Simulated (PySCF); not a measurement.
Z-matrix (Å, degrees):
```
Al
O 1 1.6909
H 2 0.9578 1 124.13
Br 1 2.2817 2 120.35 3 0.01
```
Charge 0, spin multiplicity 2.

Estimate the highest occupied spin orbital, dipole moment and total energy that PBE0-D4/def2-TZVP (PySCF 2.14.0) returns for this input.


```yaml
highest_occupied_spin_orbital: -6.44 eV
dipole_moment: 0.66 D
total_energy: -78696.67 eV
```
